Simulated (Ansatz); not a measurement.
## Worked example: the barrier

An elementary step of AlH3Cl2O, singlet (AlHCl₂ ([Cl][AlH][Cl]) + H₂O → AlHCl₂O ([OH][Al]([Cl])[Cl]) + H₂; bonds formed: H2–H5; dative contacts that become bonds: Al1–O6; bonds broken: Al1–H2, H5–O6). “Start” is the structure reached by relaxing down from the saddle towards the reactants; PBE0-D4/def2-TZVP structures. The saddle:

```
7
angstrom
Al -0.3847 -0.5116 -0.1090
H 0.3184 -0.2051 1.4559
Cl 0.0400 -2.4261 -0.8053
Cl -2.3230 0.2612 -0.2442
H 0.7914 0.4766 0.7850
O 0.8928 0.7519 -0.4156
H 0.6653 1.6529 -0.6667
```

Ansatz 0.2.0; basis: def2-TZVPP and def2-QZVPP; cores frozen in the correlated methods.

Energies in eV:

| quantity | saddle | start |
| --- | --- | --- |
| Hartree–Fock, triple zeta (X = 3) | -33680.32507 | -33681.67213 |
| Hartree–Fock, quadruple zeta (X = 4) | -33681.32672 | -33682.66771 |
| MP2 correlation, X = 3 | -19.92814 | -19.43436 |
| MP2 correlation, X = 4 | -21.77473 | -21.28456 |
| CCSD(T) correlation, X = 3 | -21.84224 | -21.40724 |

(1) Work out the barrier at the basis limit: extrapolate Hartree–Fock as E(X) = E∞ + A exp(−7.88 √X) and the MP2 correlation as E(X) = E∞ + B X^−2.97 (the exponents that Neese and Valeev fitted for def2-TZVPP and QZVPP), then add CCSD(T) − MP2 in triple zeta.

No T1 diagnostic of these runs exceeds 0.011.

## Answers

(1) Each step is linear, so take the differences first (saddle − start): Hartree–Fock 1.34706 (X = 3) and 1.34099 (X = 4); MP2 correlation -0.49378 and -0.49017; CCSD(T) correlation -0.43500.
Two points give E∞ = E(4) + w [E(4) − E(3)], with w = 1/(exp(7.88 (2 − √3)) − 1) = 0.1377 for Hartree–Fock and w = 1/((4/3)^2.97 − 1) = 0.7407 for the correlation.
Hartree–Fock: 1.34099 + 0.1377 × (-0.00607) = 1.3402 eV.
MP2 correlation: -0.49017 + 0.7407 × 0.00361 = -0.4875 eV.
CCSD(T) − MP2: -0.43500 − (-0.49378) = 0.0588 eV.
Sum: 1.3402 + (-0.4875) + 0.0588 = 0.9115 eV, or 21.02 kcal/mol. Plain CCSD(T) in triple zeta gives 0.9121 eV, so the larger basis shifts the result by -0.0006 eV.

The step is the kind of ligand exchange by which a precursor binds to a hydroxyl group, or is hydrolysed, in atomic layer deposition of oxides.

Labels in which every atom is bracketed show which atoms are joined, not bond orders.

For scale, one of the runs: CCSD(T)/def2-TZVPP, 199 basis functions, launched by `ansatz run in.yaml --threads 4 --pin off --events-out ev --progress --plain --max-ram 9574MiB`. Time: 29 s of wall clock on 4 CPU threads of an Arm Neoverse V2; the host was shared. Peak host memory: 2.2 GiB.
